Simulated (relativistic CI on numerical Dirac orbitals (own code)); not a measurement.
**Electric-dipole transitions in Pm¹⁷⁺**

Calculated at this level of theory: Dirac-Coulomb-Breit CI, separate exchange-only KLI orbitals for each configuration, model QED (radiative potential, 1s self-energy scaled to tabulated hydrogen-like ionisation energies), unscaled Slater integrals (own radial code, finite nucleus).

CI space (outside the closed core [Ar] 3d10): 4s²4p⁶4d⁸, 4s²4p⁵4d⁹, 4s²4p⁶4d⁷4f, 4s4p⁶4d⁹, 4s²4p⁵4d⁸4f, 4s²4p⁶4d⁷5s, 4s²4p⁶4d⁷5p, 4s4p⁶4d⁸4f, 4s²4p⁶4d⁶4f5s, 4s²4p⁶4d⁷5d, 4s²4p⁶4d⁶5s5p, 4s²4p⁵4d⁸5s, 4s²4p⁶4d⁷5f, 4s²4p⁶4d⁷6s, 4s²4p⁶4d⁷6p, 4s²4p⁶4d⁷6d, 4s²4p⁵4d⁸5d, 4s²4p⁶4d⁷6f, 4s4p⁶4d⁷4f5s, 4s²4p⁶4d⁷7p, 4s4p⁶4d⁸5p, 4s²4p⁶4d⁷7f, 4p⁶4d⁹4f, 4s4p⁶4d⁷5s5p, 4s²4p⁵4d⁸6s, 4p⁶4d¹⁰, 4p⁵4d¹⁰4f, 4s²4p⁶4d⁶5s², 4s²4p⁶4d⁵4f5s², 4s²4p⁵4d⁶4f5s², 4s²4p⁶4d⁵5s²5p. Double excitations out of closed p, d and f shells are left out; levels of such configurations are missing from the list, as are those of other unlisted configurations, and high levels can miss mixing partners. These lack a partner that the ground configuration has and come out too high: 4s²4p⁵4d⁸5s, 4s²4p⁵4d⁸5d, 4s²4p⁵4d⁸6s.

```csv
λ vac (Å),Lower,Upper,A (s⁻¹),E lower (cm⁻¹),E upper (cm⁻¹)
63.310,4s²4p⁶4d⁸ ³F4 [1],4s²4p⁶4d⁷5p ³D°3 [296],2.31e+11,0,1579528
64.024,4s²4p⁶4d⁸ ¹G4 [7],4s²4p⁶4d⁷5p ¹G°4 [336],3.45e+11,73764,1635675
64.117,4s²4p⁶4d⁸ ³F4 [1],4s²4p⁶4d⁷5p ³F°4 [287],2.52e+11,0,1559658
64.226,4s²4p⁶4d⁸ ³F4 [1],4s²4p⁶4d⁷5p ³G°5 [285],2.57e+11,0,1557010
64.772,4s²4p⁶4d⁸ ¹D2 [2],4s²4p⁶4d⁷5p ¹F°3 [289],1.86e+11,21676,1565542
69.341,4s²4p⁶4d⁸ ¹D2 [8],4s²4p⁶4d⁷4f ¹P°1 [276],6.95e+11,92555,1534705
70.092,4s²4p⁶4d⁸ ³F3 [3],4s²4p⁶4d⁷4f ¹F°3 [263],3.45e+11,37120,1463814
70.546,4s²4p⁶4d⁸ ³F3 [3],4s²4p⁶4d⁷4f ³D°2 [260],3.34e+11,37120,1454635
71.076,4s²4p⁶4d⁸ ³P2 [4],4s²4p⁶4d⁷4f ¹F°3 [263],2.02e+11,56875,1463814
71.415,4s²4p⁶4d⁸ ³P1 [6],4s²4p⁶4d⁷4f ¹D°2 [264],3.48e+11,69181,1469449
71.543,4s²4p⁶4d⁸ ³P2 [4],4s²4p⁶4d⁷4f ³D°2 [260],8.48e+11,56875,1454635
71.728,4s²4p⁶4d⁸ ³P2 [4],4s²4p⁶4d⁷4f ¹F°3 [258],2.07e+11,56875,1451024
71.940,4s²4p⁶4d⁸ ¹G4 [7],4s²4p⁶4d⁷4f ¹F°3 [263],2.17e+12,73764,1463814
72.178,4s²4p⁶4d⁸ ³P1 [6],4s²4p⁶4d⁷4f ³D°2 [260],1.88e+12,69181,1454635
72.608,4s²4p⁶4d⁸ ¹G4 [7],4s²4p⁶4d⁷4f ¹F°3 [258],6.90e+11,73764,1451024
72.627,4s²4p⁶4d⁸ ¹D2 [8],4s²4p⁶4d⁷4f ¹D°2 [264],2.95e+12,92555,1469449
72.707,4s²4p⁶4d⁸ ¹D2 [2],4s²4p⁶4d⁷4f ³F°3 [242],1.49e+11,21676,1397056
72.799,4s²4p⁶4d⁸ ¹G4 [7],4s²4p⁶4d⁷4f ¹H°5 [257],3.48e+12,73764,1447416
72.885,4s²4p⁶4d⁸ ³P2 [4],4s²4p⁶4d⁷4f ³D°1 [253],5.69e+11,56875,1428908
72.901,4s²4p⁶4d⁸ ¹S0 [9],4s²4p⁶4d⁷4f ¹P°1 [276],2.89e+12,162974,1534705
72.926,4s²4p⁶4d⁸ ¹D2 [8],4s²4p⁶4d⁷4f ¹F°3 [263],9.02e+11,92555,1463814
72.991,4s²4p⁶4d⁸ ³F4 [1],4s²4p⁶4d⁷4f ³G°5 [228],3.43e+12,0,1370035
73.168,4s²4p⁶4d⁸ ³F3 [3],4s²4p⁶4d⁷4f ³G°4 [245],3.30e+12,37120,1403835
73.223,4s²4p⁶4d⁸ ¹D2 [8],4s²4p⁶4d⁷4f ¹P°1 [261],2.53e+12,92555,1458254
73.305,4s²4p⁶4d⁸ ¹D2 [2],4s²4p⁶4d⁷4f ¹F°3 [236],3.23e+12,21676,1385832
73.317,4s²4p⁶4d⁸ ³P2 [4],4s²4p⁶4d⁷4f ³D°2 [251],2.48e+12,56875,1420809
73.417,4s²4p⁶4d⁸ ¹D2 [8],4s²4p⁶4d⁷4f ³D°2 [260],5.25e+11,92555,1454635
73.460,4s²4p⁶4d⁸ ³P2 [4],4s²4p⁶4d⁷4f ³D°3 [250],2.98e+12,56875,1418168
73.475,4s²4p⁶4d⁸ ³P1 [6],4s²4p⁶4d⁷4f ³P°0 [254],3.45e+12,69181,1430180
73.492,4s²4p⁶4d⁸ ¹D2 [2],4s²4p⁶4d⁷4f ¹D°2 [235],3.35e+12,21676,1382367
73.533,4s²4p⁶4d⁸ ³F3 [3],4s²4p⁶4d⁷4f ³F°3 [242],2.84e+12,37120,1397056
73.544,4s²4p⁶4d⁸ ³P1 [6],4s²4p⁶4d⁷4f ³D°1 [253],2.46e+12,69181,1428908
73.612,4s²4p⁶4d⁸ ¹D2 [8],4s²4p⁶4d⁷4f ¹F°3 [258],2.49e+12,92555,1451024
73.748,4s²4p⁶4d⁸ ³F4 [1],4s²4p⁶4d⁷4f ³F°4 [224],3.32e+12,0,1355969
73.757,4s²4p⁶4d⁸ ³P0 [5],4s²4p⁶4d⁷4f ³P°1 [249],2.71e+12,58131,1413938
73.954,4s²4p⁶4d⁸ ³F4 [1],4s²4p⁶4d⁷4f ³D°3 [222],3.26e+12,0,1352184
73.975,4s²4p⁶4d⁸ ³F3 [3],4s²4p⁶4d⁷4f ³D°2 [239],2.84e+12,37120,1388922
73.985,4s²4p⁶4d⁸ ³P1 [6],4s²4p⁶4d⁷4f ³D°2 [251],9.25e+11,69181,1420809
74.234,4s²4p⁶4d⁸ ¹G4 [7],4s²4p⁶4d⁷4f ¹G°4 [252],3.24e+12,73764,1420855
74.262,4s²4p⁶4d⁸ ¹D2 [2],4s²4p⁶4d⁷4f ¹P°1 [227],3.22e+12,21676,1368266
74.382,4s²4p⁶4d⁸ ¹G4 [7],4s²4p⁶4d⁷4f ³D°3 [250],2.59e+11,73764,1418168
74.447,4s²4p⁶4d⁸ ³P2 [4],4s²4p⁶4d⁷4f ³S°1 [243],2.40e+12,56875,1400113
75.135,4s²4p⁶4d⁸ ³P1 [6],4s²4p⁶4d⁷4f ³S°1 [243],7.09e+11,69181,1400113
75.569,4s²4p⁶4d⁸ ¹G4 [7],4s²4p⁶4d⁷4f ³F°3 [242],3.39e+11,73764,1397056
75.772,4s²4p⁶4d⁸ ³P1 [6],4s²4p⁶4d⁷4f ³D°2 [239],3.34e+11,69181,1388922
```

Terms are leading LS components. Brackets give the number of a level in order of energy, since labels repeat. The list gives strong lines, with weight on those to low levels, without lines whose two gauges differ by over a factor of 2.5, among the lowest 400 of 7886 levels, so that lines to higher ones, which can be the strongest, are missing. Levels whose partners in the same complex of configurations lie outside the list can be far off, and so can their lines. Rates are taken at the computed energies, electric ones in the length gauge.

At this charge energies of transitions that change n are usually good to better than 1 %, and those within a shell (Δn = 0) to a few per cent. Terms inside the open d or f shell come out 10 to 20 % too wide with unscaled integrals.

LS names give the leading component of a level, which can be under half, so a name can repeat, a term be missing and a line seem to break the LS rules.
